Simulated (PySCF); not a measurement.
Bond length, frequency and bond energy of SrO by level of theory

State: ¹Σ⁺ (singlet), closed shell. Set-up: PySCF, spin-free X2C with a Gaussian nucleus, basis sets Sr x2c-TZVPPall, O x2c-TZVPPall. De refers to Sr + O in their high-spin ground configurations, without counterpoise correction. A positive dipole means Sr(−)O(+).

| Level | Re (Å) | ωe (cm⁻¹) | De (eV) | μ (D) | CPU s a point (SCF and correlation, without the integrals) |
| --- | --- | --- | --- | --- | --- |
| RHF | 1.902 | 735 | 0.60 | -10.90 | 1.1 |
| RHF-MP2 | 1.921 | 674 | 4.58 | n/a | 2 |
| RHF-SCS-MP2 | 1.924 | 673 | 4.22 | n/a | n/a |
| RHF-CCSD | 1.910 | 702 | 3.49 | n/a | n/a |
| RHF-CCSD(T) | 1.930 | 644 | 3.88 | n/a | 97 |
| PBE | 1.927 | 662 | 4.98 | -7.72 | 3.5 |
| TPSS | 1.928 | 670 | 4.81 | -7.98 | 4.9 |
| r²SCAN | 1.913 | 692 | 4.80 | -8.22 | 7.1 |
| r²SCANh | 1.905 | 705 | 4.50 | -8.56 | 4.9 |
| B3LYP | 1.923 | 679 | 4.18 | -8.60 | 5.4 |
| PBE0 | 1.897 | 708 | 4.23 | -8.71 | 5.9 |
| M06 | 1.906 | 684 | 4.03 | -8.74 | 27 |
| ωB97X-V | 1.895 | 720 | 4.26 | -9.64 | 12 |

The bond length runs from 1.895 Å (ωB97X-V) to 1.930 Å (RHF-CCSD(T)). De spans 0.60 eV (RHF, mean field) to 4.98 eV (PBE, GGA). Correlation at CCSD(T) changes the Hartree–Fock bond energy by +3.28 eV; the triples alone change it by +0.39 eV.

Correlated steps freeze 10 core orbitals. Where the molecule has an RHF reference, its open-shell atoms are computed with UHF. The CCSD T1 diagnostic is raised, a sign that a single reference may not be enough here.

The whole job (state search and all levels along the bond) took about 17 min on 2 threads of Arm Neoverse V2 (shared host), peak memory 5.4 GiB.
